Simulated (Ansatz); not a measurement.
`[F][Ge]([Cl])([Cl])[Cl]` + H₂S → `[SH][Ge]([Cl])([Cl])[Cl]` + H–F at 400 K and 1 bar (ligand exchange at a Ge–F bond).

Program: Ansatz. Geometries: PBE0-D4/def2-TZVP. ΔE: electronic, gas phase. CCSD(T)/CBS adds triple-zeta CCSD(T) − MP2 to the extrapolated MP2 energy (def2 sets, frozen cores). This one scheme is used for every species. For Ge outer-core shells are correlated without core-valence functions, which leaves a few kJ/mol of doubt a bond. Scalar relativity is left out up to krypton. One conformer a species, not always the lowest.

```tsv
species	CCSD(T)/CBS energy (Eh)	H − E (kJ/mol)	S (J/(mol·K))
`[F][Ge]([Cl])([Cl])[Cl]`	-3555.40119	47.7	377.2
H₂S	-398.97279	53.4	215.9
`[SH][Ge]([Cl])([Cl])[Cl]`	-3853.97733	71.0	417.4
H–F	-100.39570	36.5	182.2
```

H − E and S are ideal-gas, rigid-rotor, harmonic terms from PBE0-D4/def2-TZVP, for one conformer and one mirror image of each species. 1 Eh = 2625.50 kJ/mol, R = 8.31446 J/(mol·K).

**Question.** By hand: ΔE, ΔH, ΔS and ΔG.

**Answer.** ΔE = (-3853.97733) + (-100.39570) − (-3555.40119) − (-398.97279) = 0.00095 Eh = 2.5 kJ/mol. Δ(H − E) = 71.0 + 36.5 − 47.7 − 53.4 = 6.4, so ΔH = 8.9 kJ/mol. ΔS = 417.4 + 182.2 − 377.2 − 215.9 = 6.5 J/(mol·K). ΔG = 8.9 − 400 × (6.5)/1000 = 6.3 kJ/mol.

**Question.** By hand: the equilibrium constant, and the temperature at which ΔG would vanish if ΔH and ΔS stayed fixed.

**Answer.** log₁₀ K = −ΔG/(RT ln 10) = -0.8. ΔG = 0 at ΔH/ΔS = 1369 K, though so small a ΔH makes that figure unsure.

The number of gas molecules stays the same, so ΔS is small and ΔH decides. A doubt of 5 kJ/mol in ΔE shifts log₁₀ K by 0.7 here. Other conformers and mirror images would add mixing entropy, several J/(mol·K) or more a flexible species. These are equilibria of isolated gas molecules and say nothing of rates. Largest T1 diagnostic: 0.010 (customary marks: 0.02 for closed shells, 0.045 for open ones).
